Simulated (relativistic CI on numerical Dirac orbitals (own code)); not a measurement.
**V5+ in a cubic cluster: 2p photoemission with charge transfer**

Computed with a charge-transfer multiplet model of a cubic metal-ligand cluster with up to 2 ligand holes, Slater and spin-orbit integrals from Dirac-Coulomb-Breit ions, Slater integrals scaled by 0.8. The ground state mixes d0 with configurations of k ligand holes L, whose averages lie at kΔ + k(k − 1)U_dd/2; a core hole lowers each added d electron by U_cd. 300 K, Lorentzian 0.6 eV and Gaussian 0.8 eV FWHM.

Atomic integrals in eV (Slater integrals scaled, ζ unscaled), ground: F2dd 8.057, F4dd 5.049, zeta_d 0.024; with the core hole: F2dd 8.057, F4dd 5.049, zeta_d 0.047, zeta_core 4.606, F2cd 5.989, G1cd 4.613, G3cd 2.623. Where a configuration has fewer than two d electrons, the dd integrals are those of d2.

Cluster parameters (eV): U_dd = 5.8, U_cd = 6.8, 10Dq = 2.2, 10Dq(ligand) = 0, V(eg) = 2.25, V(t2g) = -1.09, final-state hopping factor = 0.8.

```csv
Case,n_d,d0,d1L,d2L2,S
Δ = 1.8 eV,0.69,0.41,0.49,0.10,0.00
Δ = 2.8 eV,0.59,0.48,0.45,0.07,0.00
Δ = 3.8 eV,0.51,0.55,0.40,0.05,0.00
```

Weights, n_d and S are thermal averages at 300 K. Binding energies count from the first peak over 30 % of the highest in each spectrum, which can be another peak from case to case. The parameters are a model scan and need not match a compound or its usual spin state. Peaks in eV (height, largest 100):
- Δ = 1.8 eV: 0.0 (100), 2.5 (20), 7.5 (48), 9.6 (24), 12.5 (7), 16.9 (10)
- Δ = 2.8 eV: 0.0 (100), 2.7 (19), 7.5 (48), 9.2 (25), 12.6 (6), 16.6 (10)
- Δ = 3.8 eV: 0.0 (100), 2.8 (17), 7.5 (49), 8.8 (28), 16.2 (10)

A d0 ion has no d-d gap: its lowest excitations are ligand-to-metal charge transfer. With the core hole the configuration with one ligand hole lies at Δ − U_cd = -5.0, -4.0, -3.0 eV from the one without, in the order of the table; where this is negative the screened configuration lies lower, though the effective hopping of about 4.0 eV (from the holes of the mixed ground state) mixes the two strongly wherever it is as large as the gap.
